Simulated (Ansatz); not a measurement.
F2OS, charge -1, doublet, geometry from GFN2-xTB (a state made from the parent by changing its charge; the spin is typed, not shown lowest) (a gas-phase anion, which may not be bound at this level). Base run: Ansatz (an electronic-structure program) with B3LYP/6-31G.

The Ansatz input:
Ansatz 0.2 input:
```yaml
crystal:
  periodic: [false, false, false]
  atoms:
    - {symbol: O, position_ang: [1.30256338, -0.09150231, -0.17980136]}
    - {symbol: S, position_ang: [-0.13768958, 0.00967240, 0.01900620]}
    - {symbol: F, position_ang: [-0.34190385, 1.86544885, -0.03962579]}
    - {symbol: F, position_ang: [-0.57114878, -1.80130884, 0.16566043]}
basis:
  gaussian:
    orbitals: 6-31G
hamiltonian:
  xc: b3lyp
total_charge: -1
magnetization: {spin_polarized: true, initial_magnetization: 1}
```

The bond that is stretched is that between atoms 4 and 2. A test that says stable can miss a lower solution.

Each row names what was changed in the base input (with any setting that the change needs).

```csv
change,ΔE vs base (kcal/mol),<S^2>,stability test says
base,0.000,0.752,minimum
spin_polarized = on; lower_state_search = off,0.000,0.752,undecided (no full test)
spin_polarized = on; lower_state_search = standard,0.000,0.752,minimum
bond × 1.25,3.80,0.752,minimum
spin_polarized = on; lower_state_search = off; bond × 1.25,3.80,0.752,undecided (no full test)
spin_polarized = on; lower_state_search = standard; bond × 1.25,3.80,0.752,minimum
bond × 1.5,17.85,0.752,minimum
spin_polarized = on; lower_state_search = off; bond × 1.5,17.85,0.752,undecided (no full test)
spin_polarized = on; lower_state_search = standard; bond × 1.5,17.85,0.752,minimum
bond × 1.8,27.59,0.752,minimum
spin_polarized = on; lower_state_search = off; bond × 1.8,27.59,0.752,undecided (no full test)
spin_polarized = on; lower_state_search = standard; bond × 1.8,27.59,0.752,minimum
bond × 2.2,32.34,0.752,minimum
spin_polarized = on; lower_state_search = off; bond × 2.2,32.34,0.752,undecided (no full test)
spin_polarized = on; lower_state_search = standard; bond × 2.2,32.34,0.752,minimum
bond × 3.0,32.17,0.752,minimum
spin_polarized = on; lower_state_search = off; bond × 3.0,32.17,0.752,undecided (no full test)
spin_polarized = on; lower_state_search = standard; bond × 3.0,32.17,0.752,minimum
```

A gas-phase anion may not be bound at this level; its values then depend on the basis.

On stretching, the SCF can end on different states; <S^2> shows the spin contamination of each.
